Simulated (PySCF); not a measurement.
Excitation energy of Hg⁺ by level of theory

Hg⁺ [Xe] 4f14 5d10 6s1 (2S) → Hg⁺ [Xe] 4f14 5d9 6s2 (2D), as a difference of total energies. Computed with PySCF 2.14 in x2c-TZVPPall (11s7p7d3f1g, 97 functions), with scalar relativity by spin-free X2C-1e. Correlated levels: valence and next inner shell: [Kr] 4d10 4f14 frozen. The calculations carry no spin-orbit coupling.

```
                                method  excitation energy (cm⁻¹)
                                   UHF                     44395
    MP2 (valence and next inner shell)                     42846
SCS-MP2 (valence and next inner shell)                     42058
   CCSD (valence and next inner shell)                     42506
CCSD(T) (valence and next inner shell)                     42190
```

Errors of the correlated levels include the incompleteness of this basis and the frozen core.

For comparison: 41531 cm⁻¹ (measured; NIST levels, between the centres of gravity of the two terms).
